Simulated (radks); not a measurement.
Results of a calculation; reference values are marked as such.
Numerical settings for the silicon ion Si+, [Ne] 3s2 3p1. Level of theory: non-relativistic Kohn-Sham, TPSS, spin-polarised, spherical densities, point nucleus; open shells are filled with parallel spins first; meta-GGA in the generalised Kohn-Sham scheme (a radial shooting solver on a logarithmic mesh with Libxc functionals). The defaults (mesh step 0.008 in ln r, mesh end at 40 bohr or more with all orbitals vanishing there, Anderson mixing 0.5 over 9 steps, residual threshold near 1e-9 with the energy settled to 1e-9 hartree or 1e-11 of itself, here a cap of 84 iterations) give E = -289.089 hartree and 3p at -12.154 eV in 13 iterations. Run on one thread of a shared host, so times are rough (Arm Neoverse V1): 0.14 s of CPU time, 0.14 s wall, 13 iterations on 2476 mesh points. Changes against that run (0 stands for a change within the tolerance of the run):

setting                     iterations         converged  E (mhartree)  e(3p) (meV)  CPU (s)
mesh step in ln r 0.08              13                no      diverged            -     0.04
mesh step in ln r 0.12               4                no      diverged            -     0.01
mesh step in ln r 0.003             23               yes             0            0     0.52
mesh end (bohr) 1                   13  level above zero     +5.73e+04    +4.63e+05      0.1
mesh end (bohr) 3                   13  level above zero          +791    +1.35e+04     0.11
residual threshold 0.1               9               yes             0       +0.333      0.1
residual threshold 1e-13            84                no             0            0     0.62
mixing 0.01                         19               yes             0     +0.00871     0.19
linear mixing, mixing 0.2           84                no             0            0     0.64
linear mixing, mixing 0.05          84                no       +0.0133        -32.6     0.72
mixing history 3                    84                no             0            0     0.62
iteration cap 3                      3                no         +1.72         -204     0.04

Settled on a wrong energy, with an occupied level pushed above zero by the early mesh end: mesh end (bohr) 1 (+57.3 hartree); mesh end (bohr) 3 (+0.791 hartree). Apart from these: no run marked as converged misses the energy by more than 1 mhartree. A mesh that ends early acts as a hard wall.
